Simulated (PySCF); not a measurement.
C3H13AlSi2, SMILES [CH3][Al]([SiH2][SiH2]C)[CH3] at its GFN2-xTB optimised geometry (Å):

```
19

Si     0.3966    -1.0184     0.0000
C     -0.1544    -1.8153     1.6377
Si    -0.5521     1.1133     0.0000
Al    -0.6624     1.9417     2.2861
C      0.9652     1.7282     3.4239
C     -2.2570     2.8209     3.1068
H      0.0180    -1.9498    -1.0725
H      1.8676    -1.0184     0.0000
H      0.3542    -2.7539     1.8335
H     -1.2225    -2.0173     1.6336
H      0.0458    -1.1498     2.4782
H     -1.8676     1.0259    -0.6878
H      0.2159     1.9498    -0.9572
H      1.7963     1.2435     2.8955
H      0.7816     1.1304     4.3257
H      1.3495     2.6908     3.7837
H     -2.6610     2.2469     3.9510
H     -3.0890     2.9682     2.4067
H     -2.0126     3.8118     3.5119
```

Method: PBE0/def2-SVP in PySCF 2.14.0. Cells within 0.4 Å of a nucleus heavier than hydrogen are left out (blank, or x).

Map of the electrostatic potential (hartree/e), clipped to [-0.08, 0.12] on the plane z = 0.0 Å:

```
|0000000011111111111100000000000|
|0000000011111111111000000000000|
|0000000011111111110000000000000|
|0000000011122211110000000000000|
|0000000011223322110000000000000|
|0000000112455543211000000000000|
|0000000124799997531100000000000|
|0000000137999999953100000000000|
|0000000259999999995210000000000|
|0000001379999999997310000000000|
|000000259999xxx9999421000000000|
|000001269999xxx9999521000000000|
|000001259999xx99999521000000000|
|0000001379999999999531000000000|
|0000001249999999999842100000000|
|0000000135999999999984210000000|
|0000000123699999999998531000000|
|0000000113589999999999996200000|
|0000000112499999xx9999999300000|
|000000111249999xxx9999999410000|
|0000001112489999xx9999999300000|
|0000001112369999999999994100000|
|0000001111247999999996421000000|
|0000000111124699999973100000000|
|0000000001112347898642100000000|
|0000000000001123343321000000000|
|0000000000000011111110000000000|
|0000000000000000011000000000000|
|0000000000000000000000000000000|
|0000000000000000000000000000000|
|0000000000000000000000000000000|
```
Scale: ten equal steps from -0.008 (start of '0') to 0.120 (end of '9'), in the order '0123456789'; x runs from -4.00 to 4.00, y from -4.00 (bottom) to 4.00 (top).
